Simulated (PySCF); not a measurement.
A structure optimised at B3LYP-D3(BJ)/def2-SVP, used in a PySCF frequency run:

```xyz
9

C      0.0000    -0.6829     0.9857
C      0.0000    -1.0652    -0.4279
N      0.0000     0.0000    -1.2463
C      0.0000     1.0652    -0.4279
C      0.0000     0.6829     0.9857
H      0.0000    -1.3600     1.8387
H      0.0000    -2.0847    -0.8235
H      0.0000     2.0847    -0.8235
H      0.0000     1.3600     1.8387
```
Charge 0, spin multiplicity 2.

Task: Write its SMILES, formula and point group.

Result: C1=C[N]C=C1, C4H4N, C2v

Task: What are its rotational constants (standard atomic weights)?

Result: 9.9193, 8.7718, 4.6552 GHz
